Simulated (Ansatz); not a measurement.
Molecule: ZrO, net charge -1, doublet state. The spin state was set by rule; other spins were not relaxed. 
Geometry from a B3LYP-D3(BJ)/def2-TZVP (Ansatz, a quantum-chemistry and plane-wave program) optimisation:
```xyz
2

Zr     0.0000     0.0000    -0.2947
O      0.0000     0.0000     1.4736
```
Charge -1, spin multiplicity 2.

Quantity: vertical ionisation energy (to the triplet state of charge +0; each state is the SCF solution reached for its spin; the UHF <S^2> is 1.35 for the doublet (pure: 0.75); for the doublet T1 is 0.094), in eV. Valence correlation only, unless marked. Open shells are spin-unrestricted. No spin-orbit coupling. The frozen core is the preceding noble-gas configuration, with the filled d and f shells of earlier blocks. In def2 rows, elements after Kr have scalar-relativistic effective core potentials. Anions need diffuse functions: def2-D sets add few. CBS(X,Y): correlation extrapolated as X^-3; Hartree-Fock from the larger set.

```
level                                 program  vertical ionisation energy (eV)
------------------------------------  -------  -------------------------------
SVWN5/def2-TZVPD                       Ansatz                             1.33
PBE/def2-TZVPD                         Ansatz                             1.11
r2SCAN/def2-TZVPD                      Ansatz                             0.98
B3LYP/def2-TZVPD                       Ansatz                             1.24
PBE0/def2-TZVPD                        Ansatz                             1.09
BHLYP/def2-TZVPD                       Ansatz                             1.12
CAM-B3LYP/def2-TZVPD                   Ansatz                             1.21
wB97M-V/def2-TZVPD                     Ansatz                             1.27
wB97X-V/def2-TZVPD                     Ansatz                             1.16
CCSD/def2-SVPD                         Ansatz                             1.17
CCSD/def2-TZVPPD                       Ansatz                             1.20
CCSD/def2-QZVPPD                       Ansatz                             1.24
CCSD/CBS(def2-TZVPPD,def2-QZVPPD)      Ansatz                             1.24
CCSD(T)/def2-SVPD                      Ansatz                             1.22
CCSD(T)/def2-TZVPPD                    Ansatz                             1.27
CCSD(T)/def2-QZVPPD                    Ansatz                             1.31
CCSD(T)/CBS(def2-TZVPPD,def2-QZVPPD)   Ansatz                             1.31
```
